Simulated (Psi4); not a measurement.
How methods differ on BNH3Cl3 (SMILES [NH3+][B-](Cl)(Cl)Cl)

BNH3Cl3 has 8 atoms, charge 0, and is taken as a singlet. As SMILES, `[NH3+][B-](Cl)(Cl)Cl`. Geometry: optimised at PBE0/def2-TZVP.

```xyz
8

N    -0.3293   -0.3710    0.6864
B     0.3325    0.3030   -0.6228
Cl   -0.6427    1.8187   -0.9218
Cl    0.1573   -0.9481   -1.9428
Cl    2.0688    0.6346   -0.1600
H    -0.2692    0.2726    1.4722
H     0.1655   -1.2293    0.9188
H    -1.3070   -0.5873    0.5056
```

Each level gives the HOMO–LUMO gap (eV). The values are calculated.

| level | kind | program | value (eV) | CPU time |
| --- | --- | --- | --- | --- |
| PBE-D4/def2-TZVPP (density fitting) | GGA | Psi4 | 5.52 | 48 s |
| r2SCAN-D4/def2-TZVPP (density fitting) | meta-GGA | Psi4 | 6.58 | 2.5 min |
| B3LYP-D4/def2-TZVPP (density fitting) | global hybrid | Psi4 | 7.09 | 43 s |
| PBE0-D4/def2-TZVPP (density fitting) | global hybrid | Psi4 | 7.75 | 45 s |
| wB97M-V/def2-TZVPP (density fitting) | range-separated hybrid | Psi4 | 11.44 | 3.1 min |

The values span 5.52 to 11.44 eV. Orbital gaps aren't excitation energies; they tend to grow with the share of exact exchange. Times are those of the runs behind each value, whatever else they computed, on shared processors of several kinds: orders of magnitude only.
